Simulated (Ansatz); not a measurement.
Correlation energies of H6Sn2, SMILES `[SnH3][SnH3]` by basis set

Cartesian coordinates in Å:
```
Sn -1.123 0.782 -0.205
Sn 1.123 -0.782 0.205
H -1.771 0.508 -1.761
H -2.327 0.418 0.949
H -0.734 2.439 -0.070
H 1.759 -0.521 1.768
H 2.335 -0.406 -0.938
H 0.738 -2.438 0.053
```

Charge 0, multiplicity 1. Correlated methods include outer-core shells of Sn, which these sets cover unevenly. Sn takes the def2 core potential. The geometry is a stationary point of PBE0-D4/def2-TZVP. Frozen core, restricted reference, Ansatz 0.2.0.

```
     basis     HF (Eh)  MP2 corr.  CCSD corr.       (T)  CCSD(T) total
  def2-SVP  -430.14485   -0.24267    -0.29033  -0.00749     -430.44267
def2-TZVPP  -430.16445   -0.68165    -0.70263  -0.01829     -430.88537
def2-QZVPP  -430.16820   -1.10666           –         –              –
```
